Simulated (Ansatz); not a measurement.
CH₉AlBNSi. The species carries charge 0 and has multiplicity 1. The bonds changed during the relaxation, so this is another structure than the one it started from.

```tsv
atom	x (Å)	y (Å)	z (Å)
B1	-0.617	1.298	1.266
Si2	1.122	0.866	1.762
Al3	-0.124	-0.053	-0.453
C4	-0.261	-1.995	-0.375
N5	-0.209	0.798	-2.001
H6	-0.870	2.370	0.801
H7	-1.481	0.439	1.271
H8	1.574	-0.477	2.214
H9	2.286	1.772	1.593
H10	-1.049	-2.372	-1.035
H11	0.677	-2.464	-0.691
H12	-0.476	-2.347	0.637
H13	-0.428	0.370	-2.886
H14	-0.143	1.797	-2.103
```

(1) Give the diagnostics of a CCSD(T)/def2-TZVPP run (frozen core, Ansatz). (Estimate.)

## Answers

(1) Ansatz gave: T1 = 0.0126, largest single amplitude 0.023, largest double 0.083, (T) share of the correlation energy 4.0 %, 10 CCSD cycles. The RHF solution is stable towards an unrestricted one. T1 lies under the customary mark of 0.02 for closed shells.
